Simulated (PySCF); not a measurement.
Homolysis of single bonds, series B F-OH. All species are isolated molecules in the gas phase. One relaxed conformer stands for each flexible species; it need not be the lowest. Strings in code marks are SMILES.

The four lowest singlet excitations (Tamm–Dancoff). Method: PBE-D3(BJ)/def2-TZVP // PBE0-D4/def2-TZVP in PySCF 2.14.0. Excitations are Tamm–Dancoff values on a coarser integration grid. The basis has no diffuse functions, so Rydberg states are missing or too high.

```tsv
state	energy (eV)	wavelength (nm)	oscillator strength
S1	7.66	162	0.000
S2	8.57	145	0.011
S3	8.63	144	0.012
S4	8.85	140	0.033
```

Identify which member gives these states.
A. `OB(O)F` (H–O–B–F torsion 0°, F–B–O–H torsion 180°)
B. `OB(F)F` (H–O–B–F torsion 180°)
C. `OB(O)O`

A, `OB(O)F` (H–O–B–F torsion 0°, F–B–O–H torsion 180°)
